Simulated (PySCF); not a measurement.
# Reading the logs of faulty runs: AlCGeH7Si

These are calculations, not measurements. The program is PySCF 2.14.0, an open-source quantum chemistry code, run on an isolated molecule that a program drew, which may never have been made. The molecule is AlCGeH7Si (charge 0, singlet), drawn as the SMILES string `[AlH2][GeH2][CH]=[SiH2]`.

Each row is a Hartree-Fock (HF) and frozen-core CCSD(T) single point in the cc-pV(D+d)Z basis, meant for a local HF minimum. Run 1 is clean. Each other run has one planted mistake out of seven kinds, and not every kind appears here: one electron removed, one electron added, multiplicity raised by two, geometry at a saddle point, minimal basis STO-3G, one bond length entered in bohr, all coordinates scaled. The reference is restricted for singlets and unrestricted otherwise, and also for a bond in bohr. Adding or removing an electron swaps singlet and doublet. Electrons count all cores. HOMO and LUMO are orbital energies over both spins, the gradient is its largest component, and the lowest frequency (negative if imaginary) is given only where the gradient is small. Bond lengths are over the 10 bonds as drawn. T1 is the CCSD diagnostic: over 0.02 (restricted) or 0.045 (unrestricted) a single reference is doubtful. Germanium has the cc-pVDZ-PP basis, with a core potential (ECP10MDF) in place of its 10 inner electrons, and its 3s, 3p and 3d shells are frozen in CCSD(T).

Geometry of the clean run:
```xyz
11
AlCGeH7Si, angstrom
Al    1.9845   -2.8278   -1.0174
Ge    1.5386   -0.5271   -0.1149
C    -0.2337    0.2294   -0.4214
Si   -1.5532   -0.4588   -1.2304
H     3.4153   -3.4648   -0.7821
H     0.9092   -3.6774   -1.8108
H     2.5862    0.4487   -0.6960
H     1.8059   -0.5274    1.4070
H    -0.3784    1.2274   -0.0118
H    -2.8488    0.2225   -1.3948
H    -1.5195   -1.7976   -1.8393
```

```
run,electrons,basis functions,<S^2>,HOMO (eV),LUMO (eV),gradient (hartree/bohr),lowest frequency (cm^-1),mean bond (Å),longest bond (Å),T1,HF (hartree),CCSD(T) (hartree),mistake
1,72,118,0.000,-8.59,0.81,1.1e-06,42,1.6447,2.511,0.0144,-866.10216,-866.58153,no fault
2,72,118,1.105,-7.51,0.51,2.3e-02,-,1.7821,2.920,0.0477,-866.01312,-866.47460,one bond length entered in bohr
3,72,118,2.030,-6.07,0.33,9.9e-02,-,1.6447,2.511,0.0140,-866.03223,-866.47381,?
4,72,118,0.000,-8.39,0.71,2.4e-02,-,1.7055,2.604,0.0151,-866.08967,-866.57542,?
```

**Which mistake was planted in run 3, and what did it cost?**

Electrons, basis and geometry are unchanged, and <S^2> is 2.030, beside S(S+1) = 2.00 for a multiplicity of 3. So the mistake is: multiplicity raised by two. Subtracting run 1 and multiplying by 627.51 kcal/mol a hartree, the energy moved by 43.9 kcal/mol in HF and 67.6 kcal/mol in CCSD(T).

**Which mistake was planted in run 4, and what did it cost?**

The mean and the longest bond both change by the same factor, 1.037, and the gradient is no longer small. So the mistake is: all coordinates scaled. Subtracting run 1 and multiplying by 627.51 kcal/mol a hartree, the energy moved by 7.8 kcal/mol in HF and 3.8 kcal/mol in CCSD(T).

Cautions from the logs. Run 2: T1 is over the limit, so its CCSD(T) energy is less reliable.
